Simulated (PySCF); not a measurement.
# Structure elucidation problem

Molecular formula: C₅H₁₄P₂. Simulated spectra:

$^{1}$H NMR (400 MHz, computed): δ 2.68 (m, 2H), 1.33 (m, 4H), 1.21 (m, 6H), 0.96 (m, 2H).

$^{13}$C{$^{1}$H} NMR (computed): δ 29.4 (CH2), 16.1 (CH2), 12.9 (CH3).

All values are calculated (PySCF): shieldings: GIAO PBE0/pcSseg-1, geometry: GFN2-xTB. Gas phase, one computed conformer, rapidly exchanging positions averaged, no relativistic terms.

Scale: $^{1}$H and $^{13}$C vs TMS (reference shieldings calculated alike).

Propose a structure and justify it.

## Answers


1. 3 carbon signals for 5 carbons: some carbons are equivalent by symmetry or fast rotation.
2. Carbon types of the structure: 3 × CH2, 2 × CH3, leaving 2 H on heteroatoms.
3. δC 29.4: sp3 CH2 bonded to P.
4. δC 16.1: sp3 CH2 bonded to 2 P.
5. δC 12.9: methyl carbon; aliphatic region, no heteroatom directly attached.
6. δH 2.68: hydrogen on a phosphorus bonded to C.
7. δH 1.33: hydrogen on an sp3 CH2 bonded to P.
8. δH 1.21: hydrogen on a methyl carbon.
9. δH 0.96: hydrogen on an sp3 CH2 bonded to 2 P.

The compound is `CCP(CC)CP`.

This is the structure that produced the data.

Splittings by $^{31}$P in the carbon and heteronuclear signals aren't shown, as no couplings were computed. Shifts are as computed. Against solution values, carbons near 30 ppm lie about +3 ppm off and those near 130 ppm about +5 ppm. Of 1211 compounds with measured shifts, 218 miss one by over three times the rms of a fit or turn the order of signals round; such compounds aren't used in these exercises. Multiplicities follow the n + 1 count of equivalent neighbours, as no J values were calculated; m marks all less simple cases, F and P coupling included.
